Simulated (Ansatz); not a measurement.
Geometry optimisation, UKS BLYP/def2-SVP in Ansatz.

Input:

```yaml
crystal:
  periodic: [false, false, false]
  atoms:
    - { symbol: Si, position_ang: [-0.792714, -0.564094, -0.358692] }
    - { symbol: "N", position_ang: [1.489338, 0.060224, 1.694016] }
    - { symbol: H, position_ang: [0.17813, -1.711958, -0.365747] }
    - { symbol: H, position_ang: [-1.304949, -0.289429, 1.013527] }
    - { symbol: O, position_ang: [-2.217341, -0.977528, -1.186384] }
    - { symbol: H, position_ang: [1.304206, 0.681975, 0.90148] }
    - { symbol: As, position_ang: [0.080106, 1.23396, -1.56261] }
    - { symbol: H, position_ang: [0.621825, -0.021882, 2.235468] }
    - { symbol: H, position_ang: [1.706854, -0.869128, 1.316459] }
    - { symbol: H, position_ang: [-2.130797, -1.096253, -2.15052] }
    - { symbol: H, position_ang: [1.497478, 1.253397, -0.961339] }
    - { symbol: H, position_ang: [-0.432136, 2.300714, -0.575658] }
magnetization:
  spin_polarized: true
basis:
  gaussian: { orbitals: def2-SVP }
hamiltonian:
  xc: blyp
relax:
  f_tol: 0.03
  max_steps: 50
```

Launched with:

```bash
$ ansatz run input.yaml --threads 4 --pin off --max-ram 5120MiB --backend cpu --events-out ev --progress --plain --runs-dir out
```

Where does it end, and by what steps?

It converged. The force dipped under the threshold on the way, but the program's further checks kept it going. After 39 steps the energy has fallen by 0.223 eV; H6 moved furthest, 1.66 Å.

```
step  energy less start (eV)  largest force component (eV/Å)  accepted
   0                  0.0000                           0.864       yes
   2                 -0.1662                           0.140       yes
   4                 -0.1850                           0.339       yes
   6                 -0.1668                           0.347        no
   8                 -0.2052                           0.033       yes
  10                 -0.2063                           0.041       yes
  12                 -0.2067                           0.035       yes
  14                 -0.2072                           0.025       yes
  16                 -0.2064                           0.187        no
  18                 -0.2080                           0.107       yes
  20                 -0.2081                           0.212        no
  22                 -0.2105                           0.072       yes
  24                 -0.2117                           0.058       yes
  26                 -0.2132                           0.038       yes
  28                 -0.2151                           0.041       yes
  30                 -0.2188                           0.108       yes
  32                 -0.2203                           0.137       yes
  34                 -0.2220                           0.080       yes
  36                 -0.2231                           0.070       yes
  38                 -0.2234                           0.033       yes
  39                 -0.2234                           0.019       yes
```

```xyz
12
Properties=species:S:1:pos:R:3
Si -1.406 -0.772 -0.786
N 2.359 0.331 2.229
H -0.602 -2.047 -0.735
H -2.054 -0.547 0.544
O -2.689 -0.869 -1.879
H 2.781 1.009 1.579
As 0.158 0.978 -1.394
H 1.399 0.670 2.385
H 2.252 -0.536 1.682
H -2.444 -1.032 -2.808
H 0.953 0.742 -0.084
H -0.708 2.074 -0.734
```

Whether the end is a true minimum wasn't checked by a vibrational analysis.

Time of the run: 2.3 min on 4 threads of Arm Neoverse N1, on a shared host, peak memory 0.21 GiB.
